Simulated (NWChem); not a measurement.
Everything below was run with NWChem. System: C₂H₄ClF, charge 1, spin multiplicity 2, at the geometry of a parent with another charge or spin, in a state set for the comparison that need not be this species' ground state. Its SCF solution wasn't tested for a lower state.

The NWChem input:

```
start mol
memory heap 100 mb stack 700 mb global 1900 mb
charge 1
geometry units angstroms nocenter noautoz noautosym
  C     -1.502794    -0.576745     0.221736
  C     -0.009584    -0.458370     0.336480
  F      0.593466    -1.313989    -0.522897
  Cl     0.529100     1.208405    -0.033250
  H     -1.816624    -0.335759    -0.803515
  H     -1.804758    -1.608603     0.455554
  H     -2.000537     0.109774     0.918952
  H      0.360296    -0.671711     1.351046
end
basis spherical
  * library sto-3g
end
scf
  rohf
  nopen 1
  maxiter 100
  thresh 1e-7
  semidirect memsize 60000000 filesize 0
  # guess.movecs holds the orbitals of an unrestricted PBE0 run
  vectors input guess.movecs swap 20 21 output mol.movecs
end
tce
  freeze core 8
  ccsd(t)
  2eorb
  2emet 13
  thresh 1e-6
  maxiter 100
  tilesize 24
end
task tce energy
```

The output up to the point where the run's verdict is printed (cleaned and shortened):

```
             Northwest Computational Chemistry Package (NWChem) 7.3.0
             --------------------------------------------------------

                                NWChem Input Module
                                -------------------

 Scaling coordinates for geometry "geometry" by  1.889725989
 (inverse scale =  0.529177249)

                             Geometry "geometry" -> ""
                             -------------------------

 Output coordinates in angstroms (scale by  1.889725989 to convert to a.u.)

  No.       Tag          Charge          X              Y              Z
 ---- ---------------- ---------- -------------- -------------- --------------
    1 C                    6.0000    -1.50279400    -0.57674500     0.22173600
    2 C                    6.0000    -0.00958400    -0.45837000     0.33648000
    3 F                    9.0000     0.59346600    -1.31398900    -0.52289700
    4 Cl                  17.0000     0.52910000     1.20840500    -0.03325000
    5 H                    1.0000    -1.81662400    -0.33575900    -0.80351500
    6 H                    1.0000    -1.80475800    -1.60860300     0.45555400
    7 H                    1.0000    -2.00053700     0.10977400     0.91895200
    8 H                    1.0000     0.36029600    -0.67171100     1.35104600

 Effective nuclear repulsion energy (a.u.)     166.3587896783

            Nuclear Dipole moment (a.u.)
            ----------------------------
        X                 Y               Z
 ---------------- ---------------- ----------------
     0.0000056692    -0.0000094486     0.0000188973


 Summary of "ao basis" -> "" (spherical)
 ------------------------------------------------------------------------------
       Tag                 Description            Shells   Functions and Types
 ---------------- ------------------------------  ------  ---------------------
 *                           sto-3g                   on all atoms

 Summary of "ao basis" -> "ao basis" (spherical)
 ------------------------------------------------------------------------------
       Tag                 Description            Shells   Functions and Types
[...]
   43   0.0000719053119  -0.1758308167989     0.1     0.1
   44   0.0003950089843  -0.1758305315384     0.1     0.1
   45   0.0024084175919  -0.1758312162311     0.1     0.1
   46   0.0000201962488  -0.1758310464645     0.1     0.1
   47   0.0000320740632  -0.1758308532517     0.1     0.1
   48   0.0000466987528  -0.1758310944516     0.1     0.1
   49   0.0002437950495  -0.1758307477943     0.1     0.1
   50   0.0014411709947  -0.1758314232975     0.1     0.1
   51   0.0000160571826  -0.1758309788509     0.1     0.1
   52   0.0000228329043  -0.1758309872877     0.1     0.1
   53   0.0000443484608  -0.1758313880843     0.1     0.1
   54   0.0002542530895  -0.1758310532389     0.1     0.1
   55   0.0015971521418  -0.1758317498611     0.1     0.1
   56   0.0000120356750  -0.1758314652364     0.1     0.1
   57   0.0000172716761  -0.1758313537742     0.1     0.1
   58   0.0000356862617  -0.1758315609139     0.1     0.1
   59   0.0001970000588  -0.1758312778364     0.1     0.1
   60   0.0011803587720  -0.1758317780550     0.1     0.1
   61   0.0000096080826  -0.1758315277443     0.1     0.1
   62   0.0000124468094  -0.1758314631420     0.1     0.1
   63   0.0000311854570  -0.1758316889061     0.1     0.1
   64   0.0001783215460  -0.1758314815425     0.1     0.1
   65   0.0011110504906  -0.1758318915697     0.1     0.1
   66   0.0000072719932  -0.1758316767150     0.1     0.1
   67   0.0000099935825  -0.1758316530867     0.1     0.1
   68   0.0000328617838  -0.1758317590998     0.1     0.1
   69   0.0001896288247  -0.1758316373543     0.1     0.1
   70   0.0011477179215  -0.1758318617931     0.1     0.1
   71   0.0000058299391  -0.1758317806654     0.1     0.1
   72   0.0000075319925  -0.1758317474967     0.1     0.1
   73   0.0000261038700  -0.1758318194734     0.1     0.1
   74   0.0001476125756  -0.1758317707857     0.1     0.1
   75   0.0009088996099  -0.1758318904273     0.1     0.1
   76   0.0000045965133  -0.1758318058333     0.1     0.1
   77   0.0000058859236  -0.1758318361099     0.1     0.1
   78   0.0000240753211  -0.1758318524248     0.1     0.1
   79   0.0001415119966  -0.1758318591799     0.1     0.1
   80   0.0008650743094  -0.1758318740370     0.1     0.1
   81   0.0000037273849  -0.1758319040745     0.1     0.1
   82   0.0000037509312  -0.1758318912630     0.1     0.1
   83   0.0000108831842  -0.1758319033219     0.1     0.1
   84   0.0000600754142  -0.1758319164359     0.1     0.1
   85   0.0003703971329  -0.1758319221573     0.1     0.1
   86   0.0000028331719  -0.1758319080702     0.1     0.1
   87   0.0000037031925  -0.1758319323153     0.1     0.1
   88   0.0000160015177  -0.1758319395196     0.1     0.1
   89   0.0000951499928  -0.1758319494489     0.1     0.1
   90   0.0005858559229  -0.1758319505360     0.1     0.1
   91   0.0000022805789  -0.1758319749101     0.1     0.1
   92   0.0000022432378  -0.1758319652200     0.1     0.1
   93   0.0000057462162  -0.1758319725880     0.1     0.1
   94   0.0000305777370  -0.1758319791959     0.1     0.1
   95   0.0001871196387  -0.1758319844961     0.1     0.1
   96   0.0000017239002  -0.1758319758364     0.1     0.1
   97   0.0000024586226  -0.1758319911535     0.1     0.1
   98   0.0000114465078  -0.1758319961043     0.1     0.1
   99   0.0000687483052  -0.1758320016964     0.1     0.1
  100   0.0004256217944  -0.1758320029216     0.1     0.1
  0 ga offset                   0 size_xx_perproc                 187mx    1
 WRITE TENSOR
  filename: ./mol.t1amp.000000
  unit nr:       79
  file size:            187
  rec_mem (KB):     2048
  rec_size:         262144
  number of tasks:            1
  0 ga offset                   0 size_xx_perproc               24637mx    1
 WRITE TENSOR
  filename: ./mol.t2amp.000000
  unit nr:       80
  file size:          24637
  rec_mem (KB):     2048
  rec_size:         262144
  number of tasks:            1
 ------------------------------------------------------------------------
```

Convergence was not reached. The next line reads: ccsd_energy_loc: maxiter exceeded 101. NWChem stopped with the message: ccsd_energy_loc: maxiter exceeded 101.
